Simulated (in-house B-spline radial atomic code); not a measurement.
Checks on a self-consistent run for the potassium ion K⁺, [He] 2s2 (2p1/2)1 (2p3/2)4 3s2 3p6 (7f5/2)1. Level of theory: Dirac-Hartree-Fock, average of the jj configuration, Fermi nucleus of rms radius 3.4349 fm; calculated with an all-electron radial atomic-structure program (B-spline basis).

| orbital | q | ε (Eh) | <1/r> | <r²> | small-component weight |
| --- | --- | --- | --- | --- | --- |
| 1s1/2 | 2 | -136.69019 | 18.7353 | 0.00879521 | 0.0046079 |
| 2s1/2 | 2 | -16.26753 | 3.90433 | 0.168594 | 0.00079556 |
| 2p1/2 | 1 | -13.63117 | 3.78401 | 0.147614 | 0.00075656 |
| 2p3/2 | 4 | -13.40166 | 3.78332 | 0.142233 | 0.00076315 |
| 3s1/2 | 2 | -2.66266 | 1.16656 | 1.61919 | 0.00015225 |
| 3p1/2 | 2 | -1.79684 | 1.07309 | 1.95382 | 0.00013738 |
| 3p3/2 | 4 | -1.81086 | 1.04817 | 1.93525 | 0.00012822 |
| 7f5/2 | 1 | -0.04090 | 0.0410843 | 1280.15 | 1.1015e-06 |

Electron-electron repulsion V_ee = 200.6528 hartree.

(1) What total energy follows from the eigenvalues?

(2) Does the Dirac virial theorem hold?

(3) What diamagnetic shielding (Lamb formula) and susceptibility (Langevin formula) do the radii give?

## Answers

(1) The eigenvalues count the repulsion twice, so E = Σqε - V_ee = -389.357 - 200.653 = -590.009 hartree; the run printed -590.009.

(2) For a point nucleus E = -2c²Σq·w, with w the small-component weight. Here Σq·w = 0.015709 and c = 137.0360, so the ratio E/(-2c²Σq·w) is 1.000003.

(3) σ = (α²/3)Σq<1/r> = 72.9097/(3·137.036²) = 1294.2 ppm, and χ = -0.79199×10⁻⁶·Σq<r²> = -1027×10⁻⁶ cm³/mol with Σq<r²> = 1296.1 bohr². Both are non-relativistic formulas without the paramagnetism of open shells.
